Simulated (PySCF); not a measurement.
Cost of excited-state runs on SMILES [H]/N=C1/C=CC[C@@H]1N=C, C₆H₈N₂

Geometry (Å), atoms numbered from 1 in this order:
```xyz
16

C     2.360    0.912    0.236
N     1.304    0.467    0.746
C     0.408   -0.325   -0.026
C    -0.448   -1.250    0.850
C    -1.854   -0.950    0.445
C    -1.937    0.061   -0.417
C    -0.621    0.589   -0.727
N    -0.407    1.603   -1.437
H     2.983    1.558    0.836
H     2.713    0.679   -0.776
H     0.920   -0.886   -0.828
H    -0.292   -0.998    1.901
H    -0.199   -2.304    0.717
H    -2.683   -1.509    0.846
H    -2.826    0.490   -0.841
H     0.571    1.873   -1.534
```

PySCF with density fitting, on 1 thread of an Arm Neoverse N1, shared host. Command: `OMP_NUM_THREADS=1 python excited_run.py task.json out`

**Question.** How long does each of these runs take, and how much memory?
- magnetisability and related constants, KT3/pcSseg-1; isotopologues
- magnetisability and related constants, PW91/6-311G**; usual settings

**Answer.** 
```csv
run,level,basis functions,wall time,peak memory (GiB)
magnetisability and related constants,KT3/pcSseg-1,176,63 s,0.67
magnetisability and related constants,PW91/6-311G**,192,73 s,0.64
```
Times from a shared host are rough.
